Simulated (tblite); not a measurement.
Species: C5H11ClO3Si.
Geometry (GFN2-xTB, Å), atoms numbered from 1 in this order:
```xyz
21
C5H11ClO3Si angstrom
C     -2.120    1.485    0.008
O     -0.974    0.735    0.317
C     -1.186   -0.666    0.477
C     -1.424   -1.393   -0.845
Si     0.413   -1.198    1.395
Cl     0.295   -0.750    3.336
O      1.658   -0.224    0.932
C      2.076    0.012   -0.318
C      2.968    1.215   -0.386
O      1.759   -0.680   -1.243
H     -2.923    1.292    0.730
H     -1.827    2.532    0.065
H     -2.488    1.270   -1.001
H     -2.070   -0.816    1.121
H     -2.341   -1.052   -1.322
H     -0.589   -1.220   -1.519
H     -1.510   -2.460   -0.659
H      0.751   -2.600    1.193
H      3.364    1.333   -1.390
H      3.777    1.111    0.332
H      2.384    2.091   -0.111
```

Method: GFN2-xTB as coded in tblite; computed harmonic values from a numerical Hessian at the method's own geometry, unscaled. Against measured fundamentals such values can be off by several per cent, at times by over 20. Modes of hydrogen on silicon can be 10 to 20 % off. One conformer, not necessarily the lowest.

Harmonic wavenumbers (cm⁻¹): 26.7, 44.7, 60.0, 73.6, 84.5, 92.0, 121.4, 150.3, 166.0, 192.1, 228.7, 273.5, 287.9, 360.5, 395.9, 444.4, 543.4, 564.8, 603.3, 659.2, 665.6, 719.4, 764.7, 890.0, 972.1, 1002.8, 1011.2, 1018.2, 1042.6, 1094.7, 1112.7, 1131.5, 1155.5, 1189.0, 1270.1, 1319.4, 1360.5, 1402.5, 1406.6, 1436.8, 1439.3, 1469.8, 1483.8, 1494.5, 1498.2, 1788.2, 2308.1, 2821.9, 2908.7, 2935.9, 3020.2, 3021.3, 3027.4, 3038.8, 3044.3, 3058.0, 3065.5.

A = 945.8, B = 856.7, C = 605.8 MHz; mass 182.017 u (most abundant isotopes); point group C1, symmetry number 1.

Q: Zero-point energy?

A: Half the sum of the wavenumbers: 34381 cm⁻¹ = 411.29 kJ/mol.

Q: Give the ideal-gas entropy at 200 K and 1 bar in the rigid-rotor, harmonic-oscillator model (classical rotation).

A: Translation 165.46, rotation 124.14, vibration 147.08: S = 436.7 J/(mol K).

Q: And Cp and H(200 K) − H(0)?

A: Cp = 159.82 J/(mol K), of which vibrations give 126.56 (their classical limit is 57 R = 473.9); H(200 K) − H(0) = 21.35 kJ/mol without the zero-point energy, 14.69 from vibrations.

Q: What must be added to the electronic energy to get the Gibbs energy at 200 K and 1 bar?

A: ZPE + [H(200 K) − H(0)] − T·S = 411.29 + 21.35 − 87.34 = 345.30 kJ/mol.

Q: Which modes carry the vibrational entropy at 200 K?

A: 26.7 cm⁻¹: 22.04; 44.7 cm⁻¹: 17.78; 60.0 cm⁻¹: 15.36; 73.6 cm⁻¹: 13.70; 84.5 cm⁻¹: 12.58; 92.0 cm⁻¹: 11.90 J/(mol K); the other 51 give 53.71 together.

Q: How do the functions run with temperature in this model?

A: 
```csv
T (K),S (J/(mol K)),Cp (J/(mol K)),H − H(0) (kJ/mol),G − H(0) (kJ/mol),ln q(vib)
150,394.0,137.9,13.90,-45.20,6.56
250,474.7,181.4,29.88,-88.79,10.99
298.15,508.4,202.2,39.11,-112.46,12.94
400,573.8,244.2,61.88,-167.63,16.80
600,686.1,310.3,117.72,-293.93,23.69
900,825.2,374.8,221.27,-521.36,32.83
```

q(vib) and H(0) count from the zero-point level.

Hindered rotation and anharmonicity are outside this model. Other conformers, if any are populated, would add a mixing term that is left out. The structure is chiral; the term R ln 2 for an equal mix with its mirror image is left out.
